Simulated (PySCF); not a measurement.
PySCF input for C₂H₄NO, SMILES CC([NH])=O (connectivity only; charge and spin as stated), charge -1, multiplicity 1, PBE0/pcSseg-1. The structure is a stationary point at PBE0-D3(BJ)/def2-SVPD. The multiplicity is an assumed one; other spin states were not compared. The isomer is the one that the SMILES or the coordinates give; other isomers of the formula were not compared. One conformer was computed; it need not be the lowest.

```python
import numpy as np
from pyscf import gto, scf, dft
from pyscf.prop.nmr import rks as nmr

mol = gto.M(
    atom='''
    C    -0.20301282    1.35397718   -0.00000000
    C     0.03351406   -0.16141692    0.00000000
    N    -1.06358912   -0.88736209    0.00000000
    O     1.24229568   -0.53432914    0.00000000
    H     0.27900655    1.79956133   -0.88518471
    H    -1.27463787    1.59695641   -0.00000000
    H     0.27900655    1.79956133    0.88518471
    H    -0.75962432   -1.86527297    0.00000000
    ''',
    basis='pcSseg-1',
    charge=-1,
    spin=0,
    max_memory=1600,
    verbose=3,
)
mf = dft.RKS(mol, xc='pbe0')
mf.grids.level = 3
mf.conv_tol = 1e-10
mf.max_cycle = 100
mf.kernel()
n = nmr.NMR(mf)
n.verbose = 2
n.max_cycle_cphf = 60
sigma = n.kernel()
print('atom   isotropic/ppm   span/ppm')
for i, s in enumerate(sigma):
    w = np.linalg.eigvalsh((s + s.T) / 2)
    print(f'{mol.atom_symbol(i):2s}{i + 1:3d} {w.mean():14.3f} {w[2] - w[0]:11.3f}')
```

Output:

```
converged SCF energy = -208.3608206711
atom   isotropic/ppm   span/ppm
C   1        157.164      57.484
C   2          9.402     179.794
N   3         72.809     214.798
O   4         12.810     399.934
H   5         30.171       5.519
H   6         29.867       8.650
H   7         30.171       5.519
H   8         27.702       8.101
```

The run converged.

Cost: very roughly 8 core-seconds.
